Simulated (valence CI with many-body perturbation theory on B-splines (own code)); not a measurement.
## Which ion has this spectrum?

A relativistic CI+MBPT calculation for an atom or ion with 32 electrons gives these levels (cm⁻¹):

| J | Parity | E | g |
| --- | --- | --- | --- |
| 0 | even | 0 |  |
| 1 | even | 385940 | 1.50 |
| 2 | even | 414789 | 1.19 |
| 2 | even | 822486 | 1.31 |
| 0 | even | 886146 |  |
| 2 | odd | 1001560 | 1.62 |
| 1 | odd | 1100941 | 1.01 |
| 2 | odd | 1354727 | 1.52 |
| 2 | odd | 1390510 | 0.82 |
| 3 | odd | 1411944 | 1.32 |
| 0 | odd | 1474947 |  |
| 1 | odd | 1486663 | 1.15 |
| 1 | odd | 1531070 | 1.25 |
| 2 | odd | 1533552 | 1.03 |

The energies are calculated, and their last digits are not significant.

Task: Which is it?
A. Dy34+
B. Eu31+
C. Er36+
D. Gd32+

Result: A. Dy34+, ground level (4s^2 4p1/2^2) J=0.
